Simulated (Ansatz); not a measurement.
`Cl[SiH](Cl)[GeH3]` + `[O]=[Mo]([OH])([OH])([OH])[Cl]` → `O[SiH](Cl)[GeH3]` + `[O]=[Mo]([OH])([OH])([Cl])[Cl]`  (redistribution)

Calculated with Ansatz (gas phase, PBE0-D4/def2-TZVP geometries, no zero-point term in ΔE). CCSD(T)/CBS is the MP2 limit (def2-TZVPP, def2-QZVPP) plus CCSD(T) − MP2 in def2-TZVPP, frozen cores. def2 core potentials past Kr. For Ge, Mo outer-core shells are correlated without core-valence functions, which leaves a few kJ/mol of doubt a bond. Scalar relativity is left out up to krypton. One conformer a species, not always the lowest.

```tsv
level	ΔE (eV)
HF/def2-QZVPP	-0.27
SCS-MP2/def2-QZVPP	-0.40
```

Q: What does CCSD(T)/CBS give? (An estimate is asked.)

A: Computed: -0.31 eV. The listed levels differ from it by 0.04, -0.09 eV.

Largest T1 diagnostic among the species: 0.024, so the coupled-cluster value is less sure than usual.

In def2-TZVPP, CCSD(T) changes the Hartree–Fock value by −0.06 eV (the triples alone add −0.03 eV) and MP2 by −0.18 eV.
